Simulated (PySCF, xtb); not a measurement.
Si(H)(NH2) (H₃NSi), SMILES N[SiH] (connectivity only; charge and spin as stated), neutral, multiplicity 1.

Harmonic wavenumbers (cm⁻¹) from GFN2-xTB (xtb) at its own minimum, in rising order: 358, 453, 694, 830, 898, 1540, 1974, 3403, 3517.

**Question.** What does B3LYP-D3(BJ)/def2-TZVP (PySCF) give at its own minimum? (Estimate from the structure and the level; the computed values follow.)

**Answer.** 586, 699, 737, 857, 963, 1597, 1983, 3544, 3636. Paired by order, the mean absolute difference is 104 cm⁻¹ and the zero-point energies are 19.5 and 20.9 kcal/mol.
